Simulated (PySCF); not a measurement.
How methods differ on the ionisation energy of Zn¹²⁺

Zn¹²⁺ [Ar] (1S) → Zn¹³⁺ [Ne] 3s2 3p5 (2P), as a difference of total energies. All numbers are calculated (PySCF 2.14, no relativity, point nucleus, in an uncontracted even-tempered set (17 s from 0.81 bohr⁻², ratio 2.5; 11 p from 1.1 bohr⁻², ratio 2.5; 5 d from 7 bohr⁻², ratio 2.7; 4 f from 11 bohr⁻², ratio 2.7)). Correlated levels: outer shells: 1s2 frozen; virtual orbitals above 40 to 60 times the deepest correlated orbital energy dropped. The calculations carry no spin-orbit coupling.

```json
{"method": "UHF", "ionisation energy (eV)": "416.39"}
{"method": "LDA", "ionisation energy (eV)": "417.89"}
{"method": "PBE", "ionisation energy (eV)": "417.67"}
{"method": "PBE0", "ionisation energy (eV)": "417.81"}
{"method": "r2SCAN", "ionisation energy (eV)": "418.10"}
{"method": "TPSSh", "ionisation energy (eV)": "417.84"}
{"method": "BP86", "ionisation energy (eV)": "417.88"}
{"method": "MP2 (outer shells)", "ionisation energy (eV)": "417.28"}
{"method": "SCS-MP2 (outer shells)", "ionisation energy (eV)": "417.15"}
```

How much does correlation contribute at MP2 (outer shells)?

417.28 − (416.39) = 0.89 eV, measured against UHF.

A first-order spin-orbit estimate (lowest level to lowest level, LS coupling) adds -1.284 eV.

These non-relativistic numbers lack the scalar-relativistic shift.

For comparison: 417.6 ± 1.2 eV (semi-empirical (NIST evaluation); NIST Atomic Spectra Database, ionization energies).
